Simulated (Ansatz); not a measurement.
Start from `OB(Cl)C[SiH3]` and change one atom or group to get `OBC[SiH3]`.

Ansatz, PBE0-D4/def2-TZVP geometries, multiplicity 1. Each molecule was computed in one conformer, which needn't be the lowest.

```tsv
property	`OB(Cl)C[SiH3]`
zero-point energy (PBE0-D4/def2-TZVP) / kJ/mol	191.6
HOMO energy (PBE/def2-TZVPP) / eV	-7.50
size of the dipole moment (B3LYP/def2-TZVPP) / D	0.81
LUMO energy (ωB97M-V/def2-TZVPP) / eV	1.85
HOMO–LUMO gap (ωB97M-V/def2-TZVPP) / eV	12.99
HOMO–LUMO gap (PBE/def2-TZVPP) / eV	6.39
```

(1) What does the change do to each property? (Best estimate.)

Answers

(1) Ansatz gave: 
```json
{"property": "zero-point energy (PBE0-D4/def2-TZVP) / kJ/mol", "`OBC[SiH3]`": "210.1", "shift": "18.5"}
{"property": "HOMO energy (PBE/def2-TZVPP) / eV", "`OBC[SiH3]`": "-7.15", "shift": "0.35"}
{"property": "size of the dipole moment (B3LYP/def2-TZVPP) / D", "`OBC[SiH3]`": "1.27", "shift": "0.46"}
{"property": "LUMO energy (ωB97M-V/def2-TZVPP) / eV", "`OBC[SiH3]`": "1.70", "shift": "-0.15"}
{"property": "HOMO–LUMO gap (ωB97M-V/def2-TZVPP) / eV", "`OBC[SiH3]`": "12.53", "shift": "-0.46"}
{"property": "HOMO–LUMO gap (PBE/def2-TZVPP) / eV", "`OBC[SiH3]`": "6.03", "shift": "-0.36"}
```

Dipoles are sizes alone; their direction can turn.

B3LYP here is the variant with VWN-RPA as its local correlation; programs differ in this.
